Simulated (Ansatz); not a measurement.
The atomisation energy (no zero-point term) down a group: B to In

One atom is swapped for its congeners: CH4BO `[BH]OC`; CH4GaO `C[O][GaH]`; CH4InO `C[O][InH]`. The Al member is missing. All are doublets with charge 0.

Shapes, held fixed at every level: PBE0-D4/def2-TZVP. Flexible molecules stand in one conformer, not always the lowest. Programs: Ansatz 0.2.0. Values in eV.

How should the atomisation energy change along the series?

At CCSD(T)/def2-TZVPP the atomisation energy falls at every step, from 25.67 to 21.52 eV. Every level shows the same order. Open shells run unrestricted unless RO is named. For atoms past krypton def2 sets carry core potentials with scalar relativity. Relativity is left out for Ga unless named. Correlated rows may include outer-core shells of Ga, In, which these sets cover unevenly. Spin-orbit coupling, which grows down the group, is left out (summed over each molecule's free atoms 0.01, 0.08, 0.20 eV).

```json
{"level": "SPW92/def2-TZVPP", "CH4BO": "30.32", "CH4GaO": "26.59", "CH4InO": "25.58"}
{"level": "B3LYP-D4/def2-TZVPP", "CH4BO": "26.54", "CH4GaO": "22.95", "CH4InO": "22.00"}
{"level": "BHLYP-D4/def2-TZVPP", "CH4BO": "25.72", "CH4GaO": "22.18", "CH4InO": "21.23"}
{"level": "wB97M-V/def2-TZVPP", "CH4BO": "26.43", "CH4GaO": "22.96", "CH4InO": "22.07"}
{"level": "B2PLYP/def2-TZVPP", "CH4BO": "26.25", "CH4GaO": "22.78", "CH4InO": "21.76"}
{"level": "CCSD(T)/def2-SVP", "CH4BO": "25.21", "CH4GaO": "21.84", "CH4InO": "20.76"}
{"level": "CCSD(T)/def2-TZVPP", "CH4BO": "25.67", "CH4GaO": "22.53", "CH4InO": "21.52"}
```
